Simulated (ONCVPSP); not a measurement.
## cadmium (Cd), ONCV: configuration errors across variants

```
Element                 : cadmium
Generator               : ONCVPSP 4.0.1
Type                    : optimised norm-conserving Vanderbilt (ONCV)
Functional              : PBEsol
Relativity              : scalar-relativistic
Frozen core             : [Ar] 3d10
Valence charge          : 20
Reference configuration : 4s2 4p6 4d10 5s1 (charge +1)
Partial waves           : 4s+5s: rc 1.65 bohr, ncon 4, nbas 8, qcut 9.1 1/bohr, 2 projectors; 4p: rc 0.95 bohr, ncon 4, nbas 9, qcut 6.9 1/bohr, 2 projectors, debl 3.9 Ha; 4d: rc 1.25 bohr, ncon 4, nbas 7, qcut 6.5 1/bohr, 1 projector
Local potential         : polynomial inside 0.95 bohr (lpopt 5, dvloc0 0 Ha)
Core correction         : polynomial model core, fcfact 0.6
```

All-electron excitation energies from the reference (eV): (1) 4s2 4p6 4d10 5s2 -9.309; (2) 4s2 4p6 4d10 5s0 17.097; (3) 4s2 4p6 4d9 5s0 55.095; (4) 4s2 4p6 4d10 5s1 5p1 -4.580.

3 further variants failed, have other tests or too few solved ones, and are left out.

Errors AE − PS in meV (a dash: test not solved or not reliable):

| change | (1) | (2) | (3) | (4) | bound ghosts | GHOST(+) flags above zero |
| --- | --- | --- | --- | --- | --- | --- |
| base | +0.9 | -4.7 | -7.7 | +0.9 | none | s |
| s: qcut 6.9; p: qcut 5.2; d: qcut 4.9 | +0.5 | -6.0 | -9.7 | +0.9 | none | s |
| s: qcut 7.6; p: qcut 5.8; d: qcut 5.5 | +0.7 | -5.5 | -9.0 | +0.9 | none | s |
| s: qcut 8.6; p: qcut 6.5; d: qcut 6.1 | +0.8 | -5.0 | -8.2 | +0.9 | none | s |
| s: qcut 9.7; p: qcut 7.4; d: qcut 7 | +1.1 | -4.4 | -7.2 | +0.9 | none | s |
| s: qcut 10.5; p: qcut 7.9; d: qcut 7.5 | +1.2 | -3.9 | -6.6 | +0.9 | none | s |

(1) Give the same row for: s: qcut 6; p: qcut 4.6; d: qcut 4.3.

## Answers

(1) +0.3, -6.5, -10, +0.9; bound ghosts: none; GHOST(+) flags above zero: s.
